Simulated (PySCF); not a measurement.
The potential of point charges around `O=Cc1ncnn1[SiH3]`

Species: `n1cnc(n1[SiH3])C=O`. Coordinates (GFN2-xTB, Å) and charges (e) from the PBE0/pcSseg-1 density (PySCF):

```
atom       x       y       z  Mulliken      IAO  Hirshfeld  ESP-fitted
  O1  -1.391   1.726   0.285   -0.3979  -0.3899    -0.1751     -0.4123
  C2  -0.190   1.851   0.158   +0.3644  +0.2328    +0.1335     +0.2164
  C3   0.650   0.703  -0.023   +0.2933  +0.1134    +0.0655     +0.3872
  N4   1.962   0.602  -0.181   -0.4180  -0.3193    -0.1926     -0.7209
  C5   2.144  -0.717  -0.299   +0.1965  +0.0451    +0.0401     +0.5790
  N6   1.027  -1.422  -0.222   -0.1803  -0.2200    -0.1206     -0.6254
  N7   0.073  -0.524  -0.046   -0.5433  -0.2109    -0.0377     +0.1759
 Si8  -1.666  -0.858   0.124   +0.6945  +0.7601    +0.3585     +0.5153
  H9   0.306   2.831   0.174   +0.1180  +0.1441    +0.0667     +0.1097
 H10   3.104  -1.168  -0.444   +0.1048  +0.1805    +0.0728     +0.0658
 H11  -2.329  -0.259  -1.025   -0.0720  -0.1056    -0.0660     -0.0854
 H12  -1.644  -2.318   0.015   -0.0880  -0.1246    -0.0790     -0.1216
 H13  -2.050  -0.444   1.465   -0.0720  -0.1057    -0.0662     -0.0838
```

Points outside the species (Å): A (3.2, 1.4, -2.9); B (-1.4, 1.9, -3.8); C (1.8, 5.1, -2.5).

Question: Find the potential V = 14.3996 V·Å × Σ q/r of each set of charges at these points.

Answer: In volts:

```
point  nearest atom  distance (Å)  Mulliken     IAO  Hirshfeld  ESP-fitted
    A            N4          3.09    -0.281  -0.277     -0.140      -0.223
    B           H11          3.64    +0.014  -0.051     +0.015      +0.082
    C            H9          3.81    +0.148  +0.055     +0.056      +0.067
```

Question: How far are the other sets from the ESP-fitted one at these points?

Answer: Root-mean-square difference: Hirshfeld 0.062 V, Mulliken 0.070 V, IAO 0.083 V. The ESP scheme fits charges at the nuclei, held to the total charge, to the electrostatic potential on points at 1.4 to 2.0 times the van der Waals radii.

Question: What energy would a point charge of -2 e have at A in the field of the ESP charges, leaving out polarisation?

Answer: +0.445 eV = +42.9 kJ/mol, a repulsion.

The structure is a single GFN2-xTB conformer in the gas phase; no vibrational or solvent corrections.

Shape of the structure used: `[O:1]=[CH:2][c:3]1[n:4][cH:5][n:6][n:7]1[SiH3:8]`: O1–C2–C3–N4 180°.
